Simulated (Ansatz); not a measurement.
A trace of molecular dynamics of Cl2F2Hf (5 atoms, charge 0, multiplicity 1).

These are results of RKS LDA/def2-SVP in Ansatz 0.2.0, not measurements.

| Quantity | Value |
| --- | --- |
| ensemble | NVT, Nosé–Hoover chain |
| set temperature | 300 K |
| thermostat | time constant 50 fs, chain length 1 |
| seed | 339619 |

| time (fs) | T (K) | potential energy less start (eV) | conserved less start (meV/atom) |
| --- | --- | --- | --- |
| 0.0 | 300 | 0.000 | 0.00 |
| 24.0 | 286 | 0.051 | 8.20 |
| 48.0 | 503 | 0.005 | 13.35 |
| 72.0 | 385 | 0.011 | 7.31 |
| 96.0 | 186 | 0.094 | 13.93 |
| 120.0 | 147 | 0.130 | 20.40 |
| 144.0 | 233 | 0.055 | 11.85 |
| 168.0 | 428 | -0.067 | 1.33 |
| 192.0 | 401 | -0.040 | 6.81 |
| 216.0 | 241 | 0.009 | 7.13 |
| 240.0 | 161 | 0.024 | 3.93 |
| 264.0 | 157 | 0.097 | 15.28 |
| 288.0 | 375 | 0.104 | 25.15 |
| 312.0 | 456 | 0.046 | 15.53 |
| 336.0 | 263 | 0.055 | 6.13 |
| 360.0 | 291 | 0.057 | 10.15 |
| 384.0 | 365 | 0.005 | 4.89 |
| 408.0 | 506 | -0.069 | 1.31 |
| 432.0 | 333 | 0.046 | 17.81 |
| 456.0 | 74 | 0.130 | 20.66 |
| 480.0 | 121 | 0.050 | 9.23 |

Is this trajectory sound?

The conserved energy wandered by up to 25.2 meV per atom (net 9.2 meV per atom), which is poor conservation. A run of 0.48 ps of so small a system gives no equilibrium averages. The time step was 12 fs.

Time of the run: 50 s on 2 threads of Arm Neoverse V2 (shared host), peak memory 0.17 GiB.
